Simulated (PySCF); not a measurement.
dimethyl telluride (C₂H₆Te), SMILES C[Te]C.

Coordinates come from a B3LYP-D3(BJ)/def2-SVP optimisation. The def2 effective core potentials stand for the cores of Te; spin–orbit coupling is left out.

Two levels are set side by side: PBE/def2-TZVPD (PySCF) and PBE0/def2-TZVPD (PySCF). Same geometry, gas phase. Differences are taken from unrounded values.

| quantity | PBE0 |
|---|---|
| orbital gap (eV) | 5.01 |
| highest occupied level (eV) | -5.71 |
| lowest empty level (eV) | -0.69 |
| dipole moment (D) | 1.28 |
| mean polarisability (bohr³) | 71.6 |

What does PBE give, and how far is it from PBE0? (An estimate is asked for; the answer gives what the named calculation found.)


```tsv
quantity	PBE	PBE minus PBE0
orbital gap (eV)	3.22	-1.79
highest occupied level (eV)	-4.68	1.03
lowest empty level (eV)	-1.45	-0.76
dipole moment (D)	1.22	-0.06
mean polarisability (bohr³)	73.8	2.2
```

Without exact exchange PBE keeps part of each electron's self-repulsion, which lifts occupied levels and narrows the gap. Loosely held outer electrons make PBE densities more polarisable. Differences between two approximate levels are no errors against the true value.

Rough cost on one machine, each run with all the roots and properties that it gave: PBE0 against PBE within a factor of 2.
